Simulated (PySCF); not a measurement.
```xyz
10

C      2.1786     0.2207    -0.3882
C      1.0387    -0.3055    -0.0460
C     -0.1146    -0.7988     0.2876
Ge    -1.7440     0.2520     0.1647
H      2.7950     0.7406     0.3370
H      2.5465     0.1464    -1.4058
H     -0.1734    -1.8239     0.6459
H     -1.3948     1.6400    -0.3866
H     -2.3854     0.3809     1.5576
H     -2.7465    -0.4524    -0.7662
```

Charge 0, multiplicity 1.

Give the Mulliken and meta-Löwdin atomic charges from PySCF with ωB97X-D3(BJ)/def2-TZVP // PBE0-D3(BJ)/def2-TZVP.


| atom | Mulliken (e) | meta-Löwdin (e) |
|---|---|---|
| C1 | -0.30 | -0.33 |
| C2 | 0.01 | 0.07 |
| C3 | -0.30 | -0.38 |
| Ge4 | 0.17 | 0.44 |
| H5 | 0.14 | 0.14 |
| H6 | 0.14 | 0.14 |
| H7 | 0.15 | 0.14 |
| H8 | 0.00 | -0.07 |
| H9 | -0.01 | -0.08 |
| H10 | -0.01 | -0.08 |
